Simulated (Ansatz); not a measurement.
Geometry optimisation, RKS B3LYP/def2-SVP in Ansatz.

Input:

```yaml
crystal:
  periodic: [false, false, false]
  atoms:
    - { symbol: "N", position_ang: [0.75, 1.628, 0.8975] }
    - { symbol: Ge, position_ang: [-0.1361, 0.0849, 0.3682] }
    - { symbol: O, position_ang: [-1.0257, -0.6202, 1.7538] }
    - { symbol: Si, position_ang: [-1.5692, 0.5393, -1.3275] }
    - { symbol: Si, position_ang: [1.4586, -1.4112, -0.4202] }
    - { symbol: H, position_ang: [-0.0438, 2.3047, 1.2792] }
    - { symbol: H, position_ang: [1.3692, 1.434, 1.6782] }
    - { symbol: H, position_ang: [-0.2462, -0.763, 2.4348] }
    - { symbol: H, position_ang: [-2.65, 1.4978, -0.7983] }
    - { symbol: H, position_ang: [-0.9282, 1.1072, -2.4494] }
    - { symbol: H, position_ang: [-2.3077, -0.7235, -1.7089] }
    - { symbol: H, position_ang: [0.8133, -2.6426, -0.7967] }
    - { symbol: H, position_ang: [2.3721, -1.6603, 0.6548] }
    - { symbol: H, position_ang: [2.1307, -0.8043, -1.5367] }
basis:
  gaussian: { orbitals: def2-SVP }
hamiltonian:
  xc: b3lyp
relax:
  f_tol: 0.015
  max_steps: 40
output:
  orbitals: {}
```

Launched with:

```bash
$ ansatz run input.yaml --threads 2 --pin off --max-ram 3072MiB --backend cpu --events-out ev --progress --plain --runs-dir out
```

Q: Where does it end, and by what steps?

A: The run converged. After 11 steps the energy has fallen by 0.786 eV; H8 moved furthest, 0.41 Å.

| step | energy less start (eV) | largest force component (eV/Å) | accepted |
| --- | --- | --- | --- |
| 0 | 0.0000 | 2.908 | yes |
| 1 | -0.6688 | 1.075 | yes |
| 2 | -0.7376 | 0.604 | yes |
| 3 | -0.7502 | 0.379 | yes |
| 4 | -0.7779 | 0.100 | yes |
| 5 | -0.7815 | 0.118 | yes |
| 6 | -0.7809 | 0.259 | no |
| 7 | -0.7829 | 0.024 | yes |
| 8 | -0.7847 | 0.019 | yes |
| 9 | -0.7861 | 0.031 | yes |
| 10 | -0.7844 | 0.062 | no |
| 11 | -0.7865 | 0.007 | yes |

```xyz
14
Properties=species:S:1:pos:R:3
N 0.714 1.618 0.874
Ge -0.124 0.057 0.338
O -1.112 -0.710 1.656
Si -1.789 0.630 -1.293
Si 1.639 -1.442 -0.342
H 0.097 2.348 1.229
H 1.497 1.511 1.518
H -0.575 -1.009 2.403
H -2.693 1.686 -0.748
H -1.127 1.150 -2.525
H -2.595 -0.573 -1.648
H 1.072 -2.776 -0.698
H 2.608 -1.624 0.783
H 2.374 -0.897 -1.520
```

Run time: 56 s on 2 threads of Arm Neoverse V2, with other jobs on the host, peak memory 0.4 GiB.
